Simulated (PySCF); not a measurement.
From one molecule to another.

First species: C4H9ClOSi.
SMILES: `C=C(C)O[SiH2]CCl`

Second species: SiI4.
SMILES: `I[Si](I)(I)I`

Levels: wB97X-D/def2-SVPD for dipole moment, HOMO energy, LUMO energy, HOMO–LUMO gap and static isotropic polarisability; TDDFT wB97X-D/def2-SVPD for lowest singlet excitation; TDA wB97X-D/def2-SVPD for lowest triplet excitation (Tamm–Dancoff); ΔSCF wB97X-D/def2-SVPD for vertical ionisation energy; PBE0-D3(BJ)/def2-SVP for rotational constant A and rotational constant C. Geometries: PBE0-D3(BJ)/def2-SVP. All species are isolated and taken at one optimised geometry (atoms past krypton carry core potentials, spin–orbit coupling is left out). Electronic properties by PySCF.

Dipoles, sizes and rotational constants follow the conformer. The torsions of the flexible species, by atom-mapped SMILES:
- `[CH2:1]=[C:2]([CH3:3])[O:4][SiH2:5][CH2:6][Cl:7]`: C1–C2–O4–Si5 -1°, C2–O4–Si5–C6 -179°, O4–Si5–C6–Cl7 -179°

Question: Which has the higher dipole moment?

Answer: The first: 1.82 D against 0.00 D, a difference of 1.82 D.

Question: Which of the two has the higher static isotropic polarisability, and by how much?

Answer: The second: 170.0 au against 93.1 au, a difference of 76.9 au.

Question: Which has the higher rotational constant C?

Answer: The first: 0.592 GHz against 0.251 GHz, a difference of 0.341 GHz.

Question: Which of the two has the higher vertical ionisation energy, and by how much?

Answer: The second: 9.55 eV against 8.92 eV, a difference of 0.63 eV.

Question: Which of the two has the higher LUMO energy, and by how much?

Answer: The first: 1.66 eV against -1.20 eV, a difference of 2.86 eV.

Question: Which of the two has the higher HOMO energy, and by how much?

Answer: The first: -8.74 eV against -9.43 eV, a difference of 0.69 eV.

Question: Which has the higher HOMO–LUMO gap?

Answer: The first: 10.40 eV against 8.23 eV, a difference of 2.17 eV.

Question: Which has the higher rotational constant A?

Answer: The first: 6.287 GHz against 0.251 GHz, a difference of 6.036 GHz.

On the first: No computed singlet falls in the visible range (750 to 380 nm, 1.65 to 3.26 eV); S1 lies 3.16 eV above its blue end. In wavenumbers S1 is 51800 cm⁻¹ (1 eV = 8065.54 cm⁻¹).

On the second: In wavenumbers S1 is 33200 cm⁻¹ (1 eV = 8065.54 cm⁻¹). S1 lies 4.11 eV below the HOMO–LUMO gap. Atoms past krypton carry effective core potentials; spin–orbit coupling is left out.
